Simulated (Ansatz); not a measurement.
`[NH2][GaH][CH2][SiH3]` → `N[SiH2][CH2][GaH2]`  (isomerisation)

Isolated molecules relaxed with PBE0-D4/def2-TZVP in Ansatz; ΔE leaves out vibrations. CCSD(T)/CBS is the MP2 limit (def2-TZVPP, def2-QZVPP) plus CCSD(T) − MP2 in def2-TZVPP, frozen cores. DFT in def2-TZVPP. For Ga outer-core shells are correlated without core-valence functions, which leaves a few kJ/mol of doubt a bond. Scalar relativity is left out up to krypton. One conformer a species, not always the lowest.

`[NH2][GaH][CH2][SiH3]`:

```xyz
12

N     0.489   -1.379   -1.692
Ga    1.317   -0.147   -0.645
C     0.152    1.145    0.276
Si   -1.148    0.330    1.332
H     0.972   -2.095   -2.207
H    -0.509   -1.451   -1.795
H     2.875   -0.217   -0.558
H    -0.350    1.749   -0.487
H     0.762    1.820    0.882
H    -0.519   -0.561    2.348
H    -2.044   -0.509    0.488
H    -1.998    1.315    2.058
```

`N[SiH2][CH2][GaH2]`:

Z-matrix (Å, degrees):
```
Si
C 1 1.859
N 1 1.723 2 110.8
H 1 1.497 2 107.3 3 126.0
H 1 1.490 2 111.7 3 -117.5
Ga 2 1.966 1 113.5 3 170.1
H 2 1.095 1 108.3 3 -69.4
H 2 1.094 1 108.2 3 48.7
H 3 1.008 1 119.7 2 56.3
H 3 1.008 1 119.1 2 -162.4
H 6 1.572 2 120.3 1 88.7
H 6 1.571 2 119.6 1 -91.4
```

```
             level  ΔE (kJ/mol)  difference from CCSD(T)/CBS
         revPBE-D4          7.8                         -3.7
            revPBE          8.6                         -2.9
           r2SCANh          5.8                         -5.7
             BHLYP          2.1                         -9.4
         CAM-B3LYP          5.1                         -6.4
    MP2/def2-TZVPP         10.4                         -1.1
SCS-MP2/def2-TZVPP          9.6                         -1.9
CCSD(T)/def2-TZVPP         10.5                         -1.0
    MP2/def2-QZVPP         10.7                         -0.8
    CCSD/CBS(def2)          9.5                         -2.0
       CCSD(T)/CBS         11.5                            0
```

Largest T1 diagnostic among the species: 0.013.

In def2-TZVPP, CCSD(T) changes the Hartree–Fock value by +12.2 kJ/mol (the triples alone add +1.9 kJ/mol) and MP2 by +12.0 kJ/mol. From BLYP to BHLYP (50 % exact exchange), in def2-TZVPP and without D4, ΔE moves by −7.4 kJ/mol. Leaving LDA and LC-ωPBE aside and taking each functional with its dispersion term where it has one, the values, not all of them listed here, spread over 13.2 kJ/mol, from B97M-V to BLYP-D4.

CCSD(T)/CBS has its own doubt, a few kJ/mol and more with outer-core shells, so smaller differences from it don't rank the levels.
